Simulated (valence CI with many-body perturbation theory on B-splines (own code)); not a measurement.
Pm XXIII: M1 decay

Computed by valence CI with perturbative core correlation (CI+MBPT): three valence electrons over a frozen Dirac-Fock core [Kr], a basis of 9 s, 9 p, 10 d, 8 f, 5 g, 3 h, 1 i functions for each j, with the one-electron correlation potential Σ1, the two-electron term Σ2, the three-electron term Σ3, Breit, model QED; selected CI, second order for the rest (own B-spline code, finite nucleus).

No measured levels were compared; by estimate terms of the open shell hold to 2 to 4 % of their energy, and close levels can change places. Only levels of the ground parity were solved; by the run's estimate the other parity begins above the list, which can be wrong where configurations are misplaced.

Lines 1 to 50 of 70 in falling wavelength, among levels below 209230 cm⁻¹, chosen from the decays that carry over 1 % of a level's rate. Wavelengths and rates use the calculated energies, so an error of 2000 cm⁻¹ moves a line at 16050 Å by 32 % and its rate by three times that or more. Weak lines are less certain than strong ones. Lines between different terms over intervals too small for the method are left out, as are lines whose strength nearly cancels. Where a level lies close to another of its J and parity, the split of strength between their lines is uncertain. The highest levels of a list are the least certain.

Levels are named by their leading jj configuration (3d3/2^4 stands for four electrons in 3d with j = 3/2), which in mixed levels can hold well under half, so a name can repeat and another be missing. Letters in brackets count levels of one name in rising energy.

| λ vac (Å) | Upper | Lower | Type | A (s⁻¹) | Branch % |
| --- | --- | --- | --- | --- | --- |
| 16050 | (4d3/2^2 4d5/2) J=9/2 | (4d3/2^2 4d5/2) J=7/2 | M1 | 2.96e+00 | 100.0 |
| 11720 | (4d3/2^2 4d5/2) J=1/2 | (4d3/2^2 4d5/2) J=3/2 | M1 | 1.58e+01 | 4.5 |
| 5783 | (4d3/2^2 4d5/2) J=7/2 | (4d3/2^2 4d5/2) J=5/2 [a] | M1 | 1.37e+02 | 99.9 |
| 5549 | (4d3/2^2 4d5/2) J=3/2 | (4d3/2^2 4d5/2) J=5/2 [a] | M1 | 4.25e+01 | 3.9 |
| 5439 | (4d3/2 4d5/2^2) J=5/2 [a] | (4d3/2 4d5/2^2) J=3/2 [a] | M1 | 3.64e+01 | 2.0 |
| 4554 | (4d3/2 4d5/2^2) J=11/2 | (4d3/2 4d5/2^2) J=9/2 | M1 | 6.44e+01 | 8.4 |
| 3987 | (4d3/2 4d5/2^2) J=5/2 [b] | (4d3/2 4d5/2^2) J=3/2 [a] | M1 | 3.97e+01 | 2.7 |
| 3444 | (4d5/2^3) J=9/2 | (4d3/2 4d5/2^2) J=11/2 | M1 | 8.09e+01 | 2.0 |
| 3263 | (4d5/2^3) J=3/2 | (4d3/2 4d5/2^2) J=5/2 [a] | M1 | 5.42e+01 | 1.3 |
| 3180 | (4d3/2^2 4d5/2) J=5/2 [a] | (4d3/2^3) J=3/2 | M1 | 1.01e+03 | 100.0 |
| 2863 | (4d3/2 4d5/2^2) J=5/2 [a] | (4d3/2 4d5/2^2) J=7/2 [a] | M1 | 6.97e+01 | 3.8 |
| 2712 | (4d3/2 4d5/2^2) J=9/2 | (4d3/2^2 4d5/2) J=9/2 | M1 | 8.78e+02 | 55.7 |
| 2645 | (4d3/2 4d5/2^2) J=3/2 [b] | (4d5/2^3) J=3/2 | M1 | 8.12e+01 | 1.8 |
| 2628 | (4d3/2 4d5/2^2) J=7/2 [a] | (4d3/2^2 4d5/2) J=7/2 | M1 | 5.44e+02 | 19.7 |
| 2574 | (4d3/2^2 4d5/2) J=5/2 [b] | (4d3/2^2 4d5/2) J=3/2 | M1 | 4.93e+02 | 69.2 |
| 2526 | (4d3/2^2 4d5/2) J=5/2 [b] | (4d3/2^2 4d5/2) J=7/2 | M1 | 4.58e+01 | 6.4 |
| 2494 | (4d3/2 4d5/2^2) J=5/2 [b] | (4d3/2^2 4d5/2) J=5/2 [b] | M1 | 5.90e+02 | 40.0 |
| 2402 | (4d3/2 4d5/2^2) J=5/2 [b] | (4d3/2 4d5/2^2) J=7/2 [a] | M1 | 2.69e+01 | 1.8 |
| 2320 | (4d3/2 4d5/2^2) J=9/2 | (4d3/2^2 4d5/2) J=7/2 | M1 | 6.96e+02 | 44.2 |
| 2292 | (4d5/2^3) J=3/2 | (4d3/2 4d5/2^2) J=1/2 | M1 | 6.03e+02 | 14.0 |
| 2206 | (4d3/2 4d5/2^2) J=3/2 [a] | (4d3/2^2 4d5/2) J=1/2 | M1 | 4.14e+02 | 9.1 |
| 2158 | (4d3/2 4d5/2^2) J=7/2 [b] | (4d3/2^2 4d5/2) J=5/2 [b] | M1 | 4.48e+01 | 3.6 |
| 2089 | (4d3/2 4d5/2^2) J=7/2 [b] | (4d3/2 4d5/2^2) J=7/2 [a] | M1 | 1.97e+02 | 15.7 |
| 2049 | (4d5/2^3) J=5/2 | (4d5/2^3) J=3/2 | M1 | 1.38e+02 | 1.7 |
| 2039 | (4d5/2^3) J=3/2 | (4d3/2 4d5/2^2) J=3/2 [a] | M1 | 1.09e+03 | 25.2 |
| 2021 | (4d3/2^2 4d5/2) J=3/2 | (4d3/2^3) J=3/2 | M1 | 1.04e+03 | 96.1 |
| 1971 | (4d3/2 4d5/2^2) J=1/2 | (4d3/2^2 4d5/2) J=1/2 | M1 | 2.34e+03 | 94.4 |
| 1961 | (4d5/2^3) J=9/2 | (4d3/2 4d5/2^2) J=9/2 | M1 | 1.67e+03 | 41.9 |
| 1856 | (4d3/2 4d5/2^2) J=3/2 [a] | (4d3/2^2 4d5/2) J=3/2 | M1 | 2.37e+03 | 52.1 |
| 1807 | (4d3/2 4d5/2^2) J=7/2 [a] | (4d3/2^2 4d5/2) J=5/2 [a] | M1 | 2.21e+03 | 80.2 |
| 1784 | (4d5/2^3) J=9/2 | (4d3/2 4d5/2^2) J=7/2 [a] | M1 | 2.07e+03 | 51.7 |
| 1758 | (4d3/2^2 4d5/2) J=5/2 [b] | (4d3/2^2 4d5/2) J=5/2 [a] | M1 | 8.45e+01 | 11.9 |
| 1724 | (4d3/2^2 4d5/2) J=1/2 | (4d3/2^3) J=3/2 | M1 | 3.36e+02 | 95.0 |
| 1700 | (4d3/2 4d5/2^2) J=11/2 | (4d3/2^2 4d5/2) J=9/2 | M1 | 7.06e+02 | 91.6 |
| 1687 | (4d3/2 4d5/2^2) J=1/2 | (4d3/2^2 4d5/2) J=3/2 | M1 | 7.51e+01 | 3.0 |
| 1619 | (4d3/2 4d5/2^2) J=3/2 [b] | (4d3/2 4d5/2^2) J=5/2 [b] | M1 | 1.90e+02 | 4.2 |
| 1561 | (4d5/2^3) J=3/2 | (4d3/2^2 4d5/2) J=5/2 [b] | M1 | 1.42e+03 | 33.0 |
| 1503 | (4d5/2^3) J=5/2 | (4d3/2 4d5/2^2) J=7/2 [b] | M1 | 8.29e+02 | 10.3 |
| 1461 | (4d3/2 4d5/2^2) J=3/2 [b] | (4d3/2 4d5/2^2) J=5/2 [a] | M1 | 1.85e+03 | 41.3 |
| 1391 | (4d3/2 4d5/2^2) J=3/2 [a] | (4d3/2^2 4d5/2) J=5/2 [a] | M1 | 1.46e+03 | 32.1 |
| 1384 | (4d3/2 4d5/2^2) J=5/2 [a] | (4d3/2^2 4d5/2) J=3/2 | M1 | 6.15e+02 | 33.3 |
| 1374 | (4d5/2^3) J=5/2 | (4d3/2 4d5/2^2) J=5/2 [b] | M1 | 2.38e+03 | 29.6 |
| 1370 | (4d3/2 4d5/2^2) J=5/2 [a] | (4d3/2^2 4d5/2) J=7/2 | M1 | 7.83e+02 | 42.4 |
| 1267 | (4d3/2 4d5/2^2) J=5/2 [b] | (4d3/2^2 4d5/2) J=3/2 | M1 | 2.25e+02 | 15.2 |
| 1259 | (4d5/2^3) J=5/2 | (4d3/2 4d5/2^2) J=5/2 [a] | M1 | 9.90e+01 | 1.2 |
| 1255 | (4d3/2 4d5/2^2) J=5/2 [b] | (4d3/2^2 4d5/2) J=7/2 | M1 | 3.81e+02 | 25.9 |
| 1255 | (4d3/2 4d5/2^2) J=7/2 [b] | (4d3/2^2 4d5/2) J=9/2 | M1 | 5.47e+02 | 43.5 |
| 1228 | (4d3/2 4d5/2^2) J=3/2 [b] | (4d3/2 4d5/2^2) J=1/2 | M1 | 4.21e+02 | 9.4 |
| 1164 | (4d3/2 4d5/2^2) J=7/2 [b] | (4d3/2^2 4d5/2) J=7/2 | M1 | 2.98e+02 | 23.7 |
| 1152 | (4d3/2 4d5/2^2) J=3/2 [b] | (4d3/2 4d5/2^2) J=3/2 [a] | M1 | 8.34e+02 | 18.6 |
